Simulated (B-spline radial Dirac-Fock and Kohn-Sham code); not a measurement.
**B 2p3/2: cross section and angular parameters**

System: neutral boron in the configuration [He] 2s2 2p1; threshold 6.10 eV (orbital energy of the model). Calculated with a radial B-spline solver, using Dirac-Hartree-Slater photoionisation with a Latter tail; cross sections with all multipoles, angular parameters from the dipole term and its interference with E2.

For linearly polarised light dσ/dΩ = σ/(4π) [1 + β P₂(cos θ) + (δ + γ cos²θ) sin θ cos φ], with θ from the polarisation vector and φ the angle between the beam and the projection of the electron momentum on the plane normal to the polarisation.

```csv
hν (eV),σ (kb),β,γ,δ
91.6,23.7,1.344,0.149,0.011
122,9.71,1.213,0.170,0.015
154,4.63,1.091,0.180,0.019
200,2.02,0.958,0.189,0.025
239,1.15,0.875,0.198,0.030
304,0.530,0.767,0.217,0.037
363,0.293,0.691,0.235,0.043
381,0.249,0.671,0.240,0.045
400,0.211,0.652,0.245,0.047
509,0.0914,0.561,0.269,0.058
517,0.0865,0.555,0.271,0.059
636,0.0412,0.482,0.295,0.069
1000,0.00756,0.326,0.349,0.098
1130,0.00472,0.286,0.361,0.107
1486.9,0.00161,0.202,0.385,0.130
1520,0.00148,0.195,0.387,0.132
3250,7.19e-05,0.092,0.476,0.209
3520,5.22e-05,0.089,0.496,0.218
4000,3.11e-05,0.083,0.531,0.234
5070,1.18e-05,0.064,0.599,0.267
5414.7,9.00e-06,0.059,0.616,0.277
5580,7.94e-06,0.056,0.624,0.282
6000,5.88e-06,0.049,0.643,0.294
6310,?,?,?,?
7790,1.98e-06,0.027,0.708,0.339
8700,1.24e-06,0.018,0.738,0.360
10700,5.21e-07,0.002,0.799,0.402
12000,3.21e-07,-0.008,0.834,0.427
13100,2.22e-07,-0.015,0.862,0.447
15000,1.25e-07,-0.028,0.903,0.481
```

Question: Give the values at 6310 eV.

Answer: σ = 4.76e-06 kb, β = 0.044, γ = 0.655, δ = 0.302.
